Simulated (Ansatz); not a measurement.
**Four-centre ligand exchange**

Start structure (CH$_{6}$ClGa, closed shell), relaxed at PBE0-D4/def2-TZVP:

Ga1  (-1.501, -0.499, -0.608)
Cl2  (-1.955, -1.708, 1.119)
H3  (-0.701, -1.220, -1.730)
H4  (-2.118, 0.930, -0.590)
H5  (0.719, -0.214, 0.998)
C6  (1.250, 0.493, 0.356)
H7  (1.806, -0.046, -0.410)
H8  (0.560, 1.200, -0.113)
H9  (1.939, 1.065, 0.978)
(Å)

The step: GaH₂Cl ([Cl][GaH2]) + CH₄ → CH₅Ga ([CH3][GaH2]) + HCl; bonds formed: Ga1–C6, Cl2–H5; bonds broken: Ga1–Cl2, H5–C6. Computed with Ansatz 0.2.0 (basis: def2-TZVPP and def2-QZVPP); correlated methods freeze the cores. Filled d shells of the heavier atoms are correlated. The def2 sets are not built for correlating such inner shells, so the correlated values are less sure here. Extrapolation: Hartree–Fock as exp(−7.88 √X), correlation as X^−2.97. Energies below are by CCSD(T) at an estimated basis limit (MP2 extrapolated from triple and quadruple zeta, plus CCSD(T) − MP2 in triple zeta).

(1) What are the electronic barrier and the energy of the step, from the start structure to the end structure? (An estimate is asked for; the value comes from the calculation.)

The T1 diagnostic stays at or below 0.012.

Answers

(1) The calculation gives: Barrier 1.887 eV; step energy 1.399 eV (uphill); reverse barrier, their difference, 0.488 eV. Barrier and step energy count from the start structure, the reverse barrier from the end structure.

The saddle point: One imaginary mode of 791i cm⁻¹.
```tsv
pair	start (Å)	saddle (Å)	end (Å)
Ga1–C6	3.08	2.10	1.98
Cl2–H5	3.07	1.47	1.28
Ga1–Cl2	2.16	2.53	2.80
H5–C6	1.09	1.57	2.96
```

Zero-point energy (harmonic, PBE0-D4): ZPE is 1.646 eV at the start and 1.523 eV at the saddle, so the barrier goes from 1.887 to 1.764 eV.

Labels in which every atom is bracketed show which atoms are joined, not bond orders.

For scale, one of the runs: CCSD(T)/def2-TZVPP, 205 basis functions (an equivalent command: `ansatz run in.yaml --threads 4`). Time: 110 s of wall clock on 4 CPU threads; the host was shared. Peak host memory: 2.5 GiB.
